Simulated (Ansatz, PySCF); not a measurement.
MgCl2, SMILES [Cl][Mg][Cl].

Geometry optimised at ωB97X-D3(BJ)/def2-TZVP. The isomer is the one that the SMILES or the coordinates give; other isomers of the formula were not compared.

Vertical ionisation energy (IE) and electron affinity (EA) in eV. Rows of orbital energies are one-electron estimates. Where ΔSCF, EOM or ADC give a negative EA the extra electron is unbound and the value depends on the basis.

```
level                                                                         IE    EA
-------------------------------------------------------------------------  -----  ----
−ε(HOMO), −ε(LUMO), M06-2X/def2-TZVPD (PySCF)                              10.37  1.45
−ε(HOMO), −ε(LUMO), PBE/def2-TZVPD (PySCF)                                  7.66  2.53
ΔSCF, CAM-B3LYP/def2-TZVPD (Ansatz), final states of multiplicity 2 and 2  11.52  0.45
ΔSCF, PBE/def2-TZVPD (Ansatz), final states of multiplicity 2 and 2            …     …
```

Q: Fill in the missing entries. (The exact figures need the calculation; the answer reports its results.)

A: 
- ΔSCF, PBE/def2-TZVPD (Ansatz, an electronic-structure program), final states of multiplicity 2 and 2, IE: 10.70
- ΔSCF, PBE/def2-TZVPD (Ansatz), final states of multiplicity 2 and 2, EA: 0.54

Q: What vertical singlet–triplet gap does ΔSCF give with CAM-B3LYP/def2-TZVPD (Ansatz) and with PBE/def2-TZVPD (Ansatz)? (An estimate is asked for; the answer gives what the named calculation found.)

A: 6.00 and 5.12 eV (triplet above singlet where positive).
